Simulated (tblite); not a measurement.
C₂H₆Zn, charge -1, doublet, geometry from GFN2-xTB (such geometries of metal compounds can be far from the true shape) (a state made from the parent by changing its charge; the spin is typed, not shown lowest); GFN1-xTB in tblite.

Here is a job for tblite.
```
$ tblite run mol.xyz --method gfn1 --charge -1 --spin 1 --json tblite.json --no-restart

# file mol.xyz
9

Zn     0.17759845    -0.49094132     0.13229608
C      1.32147960     0.97021973    -1.47352980
H      2.31271718     0.65165162    -1.82828766
H      1.45764629     1.96698810    -1.03361241
H      0.70453769     1.11057171    -2.37174891
C     -1.85600265     0.51046515     1.07390291
H     -2.76985616    -0.08881283     0.94903778
H     -2.04018173     1.46487311     0.56600317
H     -1.78567864     0.73885854     2.14748685
```

It wrote (shortened):

```
xTB calculator
 | screened Coulomb repulsion
 | Coulomb electrostatics
 |  * isotropic Klopman-Ohno-Mataga-Nishimoto electrostatics
 |  * onsite third-order electrostatics
 | DFT-D3(BJ) dispersion correction

halogen bonding energy    0.0000000000000E+00 Eh
repulsion energy          9.3150193403028E-02 Eh
dispersion energy        -2.0862279969686E-03 Eh
number of electrons       1.7000000000000E+01 e
integral cutoff           3.9672993110968E+01 bohr

------------------------------------------------------------
  cycle        total energy    energy error   density error
------------------------------------------------------------
      1     -8.391213267302  -8.4822772E+00   5.6718664E-01
      2     -8.392524427317  -1.3111600E-03   3.3629694E-01
      3     -8.392771802937  -2.4737562E-04   1.1025715E-02
      4     -8.392779820713  -8.0177762E-06   3.5842284E-03
      5     -8.392786565606  -6.7448925E-06   1.4359724E-03
      6     -8.392787445453  -8.7984708E-07   3.3044880E-04
      7     -8.392787484319  -3.8866068E-08   2.2204197E-05
      8     -8.392787484374  -5.5374372E-11   5.6754263E-06
------------------------------------------------------------

electronic energy        -8.4838514497806E+00 Eh
total energy             -8.3927874843745E+00 Eh

Post processing:
 | Mayer-Wiberg bond orders

[Info] JSON dump of results written to 'tblite.json'
```
